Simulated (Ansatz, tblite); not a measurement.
Cost and result up the ladder for 1-butyl-3-methylimidazolium chloride (C₈H₁₅ClN₂) (26 atoms). Charge 0, multiplicity 1. Geometry: PBE-D4/def2-SVP.

```xyz
26

C    -3.421   -1.013    1.110
C    -1.914   -0.835    1.301
C    -1.459    0.626    1.220
C     0.048    0.826    1.381
N     0.831    0.143    0.354
C     1.997   -0.591    0.566
C     2.596   -0.772   -0.649
N     1.792   -0.152   -1.607
C     2.184    0.183   -2.964
C     0.806    0.544   -0.957
H    -3.995   -0.458    1.881
H    -3.719   -2.079    1.174
H    -3.749   -0.633    0.120
H    -1.605   -1.258    2.284
H    -1.366   -1.428    0.536
H    -1.790    1.077    0.258
H    -1.961    1.227    2.009
H     0.319    1.904    1.307
H     0.390    0.436    2.361
H     2.281   -0.941    1.562
H     3.507   -1.311   -0.923
H     1.352   -0.016   -3.669
H     3.055   -0.430   -3.256
H     2.435    1.267   -2.988
H    -0.105    0.878   -1.462
Cl    1.493    2.804   -0.947
```

Ansatz on 4 threads of Arm Neoverse V2 on a shared host; xTB runs through tblite on one thread. Times are rough, summed over both states, and most runs start from the orbitals of an earlier one. PBE0-D4/def2-TZVP serves as the yardstick here, not as an exact answer. The other state is a triplet.

The xTB rows come from tblite.

xTB has no spin-polarisation term.

| level | functions | wall time | vertical triplet (eV) | difference from PBE0-D4/def2-TZVP (eV) |
| --- | --- | --- | --- | --- |
| GFN2-xTB | 64 | 0.027 s | 3.76 | 0.13 |
| GFN1-xTB | 79 | 0.037 s | 3.82 | 0.20 |
| PBE-D4/def2-TZVP | 437 | 51 s | 3.57 | -0.06 |
| PBE0-D4/def2-TZVP | 437 | 64 s | 3.63 | 0.00 |
